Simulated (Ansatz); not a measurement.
Saddle point of ZnAsNH6O, closed shell (ZnNH₃O ([NH2][Zn][OH]) + AsH₃ → ZnAsH₃O ([OH][Zn][AsH2]) + NH₃ (still joined by a long Zn–N bond); bonds formed: N2–H4; dative contacts that become bonds: Zn1–As5; bonds broken: H4–As5; bonds weakened to dative contacts: Zn1–N2), PBE0-D4/def2-TZVP structure:

Zn1  (-0.651, -0.803, -0.231)
N2  (1.287, -0.669, -0.245)
O3  (-2.231, -1.628, -0.441)
H4  (1.098, 0.751, 0.207)
As5  (-0.287, 1.694, 0.536)
H6  (1.783, -1.273, 0.402)
H7  (1.737, -0.782, -1.148)
H8  (-2.158, -2.541, -0.728)
H9  (-0.316, 2.964, -0.271)
H10  (-0.261, 2.288, 1.919)
(Å)

Energies are electronic, without zero-point energy. Barriers and step energies count from the start structure reached by relaxing down the imaginary mode; all methods use the PBE0-D4 structures, on which another method's saddle can fall below an end. Ansatz 0.2.0; basis: def2-TZVPP, with def2-QZVPP for the basis limit; cores frozen in the correlated methods. The 3s and 3p shells of Cu and Zn are frozen; filled d shells are correlated. The def2 sets are not built for correlating such inner shells, so the correlated values are less sure here. B3LYP uses VWN-RPA correlation. Extrapolation: Hartree–Fock as exp(−7.88 √X), correlation as X^−2.97.

| method | barrier (eV) | step energy (eV) |
| --- | --- | --- |
| SPW92 | 0.567 | -0.953 |
| PBE-D4 | ? | -0.959 |
| BLYP-D4 | 0.896 | -0.890 |
| r2SCAN-D4 | 0.843 | -0.963 |
| B97M-V | 0.996 | -0.886 |
| PBE0-D4 | 0.838 | -1.017 |
| B3LYP-D4 | ? | -0.942 |
| r2SCAN0-D4 | 0.897 | -1.025 |
| BHLYP-D4 | 1.071 | -0.993 |
| CAM-B3LYP-D4 | ? | -0.907 |
| wB97X-V | 1.024 | -0.918 |
| wB97M-V | 1.012 | -0.975 |
| B2PLYP | 0.987 | -0.922 |
| PBE-QIDH | 0.921 | -0.991 |
| RPA on PBE | 1.035 | -0.820 |
| HF | 1.344 | -1.040 |
| MP2 | 0.975 | -0.879 |
| CCSD | 1.078 | -0.916 |
| CCSD(T) | 1.004 | -0.904 |

**Question.** Fill in the withheld barriers. (Judge from chemistry; the value comes from the calculation.)

**Answer.** Computed: B3LYP-D4 0.958; PBE-D4 0.749; CAM-B3LYP-D4 1.016 eV. Each is the energy of the saddle less that of the start structure, by the same method.

For comparison, the barrier by CCSD(T) at an estimated basis limit (MP2 extrapolated from triple and quadruple zeta, plus CCSD(T) − MP2 in triple zeta) is 0.992 eV.

No T1 diagnostic of these runs exceeds 0.015. The end structure is not quite a true minimum (one mode of 59i cm⁻¹).

Labels in which every atom is bracketed show which atoms are joined, not bond orders.

For scale, one of the runs: CCSD(T)/def2-TZVPP, 258 basis functions, launched by `ansatz run in.yaml --threads 8 --pin off --events-out ev --progress --plain --max-ram 19148MiB`. Hardware: 8 CPU threads of an Arm Neoverse V2, shared host. Wall time 3.4 min; peak host memory 6.1 GiB.
